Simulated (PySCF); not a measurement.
State search for LiGa

Unrestricted PBE0; basis Li pcseg-1, Ga pcseg-1; no relativity; PySCF 2.14. Outer shells of the fragments: Li 2s1; Ga 3d10 4s2 4p1.

Followed along the bond (rough minima from three points):

```csv
2Ms+1,unpaired,⟨S²⟩ at the start,R at minimum (Å),Te (eV)
1,none,0.00,2.88,0.00
3,"σ ↑, π ↑",2.00,2.60,0.08
1,"σ ↑, π ↓",1.01,2.66,0.33
3,π ↑↑,2.00,none in the scan,≤ 0.86
1,π ↑↓,1.01,none in the scan,≤ 1.05
```

Solutions found at the starting distance of 2.490 Å, counted from the lowest of them; the search is not exhaustive and high or unbound solutions are not listed, so other states can lie among these:

```tsv
2Ms+1	unpaired	term	E (eV)	⟨S²⟩	⟨Lz²⟩	μ (D)
3	σ ↑, π ↑	³Π	0.00	2.00	1.00	-4.21
1	none	¹Σ⁺	0.10	0.00	0.00	-2.88
1	σ ↑, π ↓	mixed	0.26	1.01	1.00	-4.26
3	π ↑↑	³Σ⁻	0.81	2.00	0.00	-4.53
1	π ↑↓	mixed	1.00	1.01	2.01	-4.28
3	σ ↑↑	³Σ⁺	1.13	2.00	0.00	5.14
1	none	mixed	1.54	0.00	2.00	-3.48
3	π ↑↑	mixed	3.09	2.00	2.01	1.74
```

A term symbol is given only where ⟨S²⟩ and ⟨Lz²⟩ are close to those of a pure state; real π, δ and φ orbitals otherwise mix terms. A positive dipole means Li(−)Ga(+).

Task: Compare the gap between the two lowest followed solutions at the starting distance with the gap between their minima.

Result: At PBE0 the second solution (triplet, unpaired electrons σ ↑, π ↑) lies -0.10 eV from the first (singlet, closed shell) at 2.490 Å and +0.08 eV at the minima; the two curves relax by different amounts, since their minima lie near 2.60 and 2.88 Å.

Counting both spins, an empty level lies below a filled one in some of these solutions, because spin and occupation are held.
